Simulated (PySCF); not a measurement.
# Radial density of Ne²⁺ (neon, charge +2)

UHF, [He] 2s2 2p4, high-spin 3P determinant. Computed with PySCF 2.14 in def2-QZVPPD, with the non-relativistic Hamiltonian (point nucleus).

| r (bohr) | 4πr²ρ (e/bohr) | 4πr²(ρα − ρβ) |
| --- | --- | --- |
| 0.00320 | 0.07529 | 0.0000 |
| 0.00538 | 0.2041 | 0.0001 |
| 0.00904 | 0.5363 | 0.0002 |
| 0.0152 | 1.342 | 0.0006 |
| 0.0256 | 3.087 | 0.0018 |
| 0.0430 | 6.179 | 0.0072 |
| 0.0724 | 9.809 | 0.0335 |
| 0.122 | 10.69 | 0.1581 |
| 0.205 | 6.936 | 0.6135 |
| 0.345 | 4.993 | 1.6380 |
| 0.579 | 7.085 | 2.4080 |
| 0.975 | 4.610 | 1.4244 |
| 1.64 | 0.7460 | 0.2083 |
| 2.76 | 0.01574 | 0.0036 |
